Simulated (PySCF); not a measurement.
Rb⁺: ionisation energy

Rb⁺ [Kr] (1S) → Rb²⁺ [Ar] 3d10 4s2 4p5 (2P), as a difference of total energies. All numbers are calculated (PySCF 2.14, the spin-free X2C one-electron Hamiltonian (Gaussian nucleus), in cc-pVDZ-X2C (6s5p3d, 36 functions)). Correlated levels: valence: [Ar] 3d10 4s2 frozen. The calculations carry no spin-orbit coupling.

| method | ionisation energy (eV) | difference from reference (eV) |
| --- | --- | --- |
| UHF | 27.262 | -0.028 |
| TPSS | 28.322 | +1.032 |
| PBE0 | 28.357 | +1.067 |
| MP2 (valence) | 27.371 | +0.081 |
| SCS-MP2 (valence) | 27.362 | +0.072 |
| CCSD (valence) | 27.380 | +0.090 |
| CCSD(T) (valence) | 27.381 | +0.091 |

Reference: 27.290 eV (measured; NIST Atomic Spectra Database, ionization energies).

The reference lies between the lowest fine-structure levels, while these numbers refer to the centres of the terms.

Errors of the correlated levels include the incompleteness of this basis and the frozen core.
